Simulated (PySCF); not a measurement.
# One molecule, several mistakes: B2FH4Si cation

All numbers below are calculated, not measured. The program is PySCF 2.14.0, an open-source quantum chemistry code, run on an isolated molecule that a program drew, which may never have been made. The molecule is B2FH4Si cation (charge +1, singlet), drawn as the SMILES string `B[SiH2][B+]F`.

Each row is a Hartree-Fock (HF) and frozen-core CCSD(T) single point in the cc-pV(D+d)Z basis, meant for a local HF minimum. Run 1 is clean. Each other run has one planted mistake out of seven kinds, and not every kind appears here: one electron removed, one electron added, multiplicity raised by two, geometry at a saddle point, minimal basis STO-3G, one bond length entered in bohr, all coordinates scaled. The reference is restricted for singlets and unrestricted otherwise, and also for a bond in bohr. Adding or removing an electron swaps singlet and doublet. Electrons count all cores. HOMO and LUMO are orbital energies over both spins, the gradient is its largest component, and the lowest frequency (negative if imaginary) is given only where the gradient is small. Bond lengths are over the 7 bonds as drawn. T1 is the CCSD diagnostic: over 0.02 (restricted) or 0.045 (unrestricted) a single reference is doubtful.

Geometry of the clean run:
```xyz
8
B2FH4Si cation, angstrom
B     0.0700    0.3070    0.7564
Si   -0.0014   -0.4965   -1.1288
B     0.8683    0.8737   -2.4689
F     1.3761    1.6752   -3.2472
H     0.5615    1.3697    0.9726
H    -0.4078   -0.3536    1.6242
H     0.8712   -1.6528   -1.3973
H    -1.3263   -0.6165   -1.7612
```

```
run  electrons  basis functions  <S^2>  HOMO (eV)  LUMO (eV)  gradient (hartree/bohr)  lowest frequency (cm^-1)  mean bond (Å)  longest bond (Å)      T1  HF (hartree)  CCSD(T) (hartree)                     mistake
  1         36               85  0.000     -16.80      -4.13                  3.1e-05                       117         1.5300             2.105  0.0166    -439.79609         -440.27490                    no fault
  2         36               28  0.000     -15.40      -0.38                  2.2e-02                         -         1.5300             2.105  0.0179    -434.53159         -434.71849        minimal basis STO-3G
  3         36               85  2.012     -12.63      -7.40                  4.1e-02                         -         1.5300             2.105  0.0218    -439.64948         -440.12250  multiplicity raised by two
  4         35               85  0.761     -24.88     -14.45                  8.5e-02                         -         1.5300             2.105  0.0201    -439.22365         -439.67822        one electron removed
  5         36               85  0.688     -14.69      -4.27                  2.1e-02                         -         1.6813             2.250  0.0622    -439.67274         -440.15126                           ?
  6         37               85  0.761      -5.55       0.61                  4.1e-02                         -         1.5300             2.105  0.0647    -439.96327         -440.47022                           ?
```

**Which mistake was planted in run 5, and what did it cost?**

The mean bond changes by a factor of 1.099 and the longest by 1.069, so the molecule wasn't scaled as a whole. A length L in bohr read as angstrom grows by (1/0.5292 - 1) L = 0.890 L. The 7 bonds together grew by 7 x 0.1513 = 1.059 Å, which gives L = 1.190 Å. That is the length of one of the B-H bonds, 1.191 Å in the clean geometry. So the mistake is: one bond length entered in bohr. Subtracting run 1 and multiplying by 627.51 kcal/mol a hartree, the energy moved by 77.4 kcal/mol in HF and 77.6 kcal/mol in CCSD(T).

**Which mistake was planted in run 6, and what did it cost?**

It counts 37 electrons, one more than the clean run, at the same geometry and basis. So the mistake is: one electron added. Subtracting run 1 and multiplying by 627.51 kcal/mol a hartree, the energy moved by -104.9 kcal/mol in HF and -122.6 kcal/mol in CCSD(T).

Cautions from the logs. Run 5: T1 is over the limit, so its CCSD(T) energy is less reliable; run 6: T1 is over the limit, so its CCSD(T) energy is less reliable.
